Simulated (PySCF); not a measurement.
Species: 2,3-dihydrothiophene 1,1-dioxide, C₄H₆O₂S.
Structure used (PBE0-D3(BJ)/def2-SVP), in Å, numbered top down from 1:
```xyz
13
C4H6O2S angstrom
O      1.186   -1.225    1.629
S      1.176   -0.731    0.256
O      2.175   -1.195   -0.697
C      1.095    1.043    0.284
C     -0.150    1.473    0.087
C     -1.205    0.420   -0.137
C     -0.493   -0.894   -0.438
H      1.994    1.619    0.508
H     -0.424    2.531    0.119
H     -1.880    0.706   -0.958
H     -1.829    0.340    0.769
H     -0.944   -1.784    0.018
H     -0.347   -1.054   -1.515
```

Computed with core-valence-separated Tamm–Dancoff BHandHLYP/aug-pcX-1 (pcseg-1 on H, def2-SVPD on S) in PySCF, non-relativistic, gas phase, PBE0-D3(BJ)/def2-SVP geometry. Absolute energies from this functional tend to lie a few eV below measured edges; no shift was applied.

The lowest roots of each edge with f over 0.003 (five at most, numbered afresh; weaker and dark ones are left out), with transition dipoles (au) in the frame of the coordinates:

```tsv
root	edge	E (eV)	f	μx	μy	μz
1	C	282.66	0.0655	-0.0182	-0.0068	0.0953
2	C	282.96	0.0560	-0.0169	-0.0050	0.0881
3	C	285.93	0.0497	0.0739	0.0121	0.0386
4	C	286.23	0.0152	-0.0438	0.0049	-0.0149
5	C	286.56	0.0126	-0.0140	0.0401	0.0001
6	O	531.69	0.0259	-0.0040	-0.0273	0.0351
7	O	532.06	0.0338	-0.0347	0.0146	0.0343
8	O	532.26	0.0152	0.0016	-0.0257	0.0224
9	O	532.49	0.0248	-0.0120	0.0244	0.0341
10	O	533.22	0.0157	0.0331	0.0033	0.0095
```

Task: Molecules are fixed in this frame and the field points along x. What effective strengths 3 f cos²θ do the roots have (θ between field and μ)?

Result: root 1 (C5): 0.007, root 2 (C4): 0.006, root 3 (C7): 0.115, root 4 (C6): 0.040, root 5 (C5): 0.004, root 6 (O1): 0.001, root 7 (O3): 0.047, root 8 (O3): 0.000, root 9 (O1): 0.006, root 10 (O1/O3): 0.043. Root 3 is the strongest. Averaged over all orientations cos²θ is 1/3, which gives f back.

Time: 42 s wall, 36 s CPU. Hardware: one thread of an x86-64 server, on a shared host.

One conformer stands for the species.
